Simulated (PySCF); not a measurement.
## Working out the ionisation energy of As⁺

As⁺ [Ar] 3d10 4s2 4p2 (3P) → As²⁺ [Ar] 3d10 4s2 4p1 (2P). All numbers are calculated (PySCF 2.14, scalar relativity by spin-free X2C-1e, in x2c-TZVPPall with one added diffuse shell each of s, p, d type (7s6p5d1f, 57 functions)). Frozen: [Ar] 3d10. Energies in hartree (1 hartree = 27.21139 eV):

| part | As⁺ (lower) | As²⁺ (upper) |
| --- | --- | --- |
| UHF | -2258.664439 | -2258.005295 |
| CCSD correlation | -0.067908 | -0.052902 |
| (T) | -0.001586 | -0.000694 |

Q: What does Hartree-Fock give?

A: (-2258.005295) − (-2258.664439) = 0.659144 hartree = 17.936 eV.

Q: What do CCSD and CCSD(T) give?

A: The CCSD correlation energies differ by 0.015006 hartree = 0.408 eV and the triples by 0.000892 hartree = 0.024 eV, so CCSD gives 18.344 eV and CCSD(T) 18.368 eV.

A first-order spin-orbit estimate adds -0.034 eV to CCSD(T) (valence), giving 18.334 eV against 18.589 eV (measured; NIST Atomic Spectra Database, ionization energies).

What remains against the reference includes basis incompleteness, the frozen core and higher excitations.
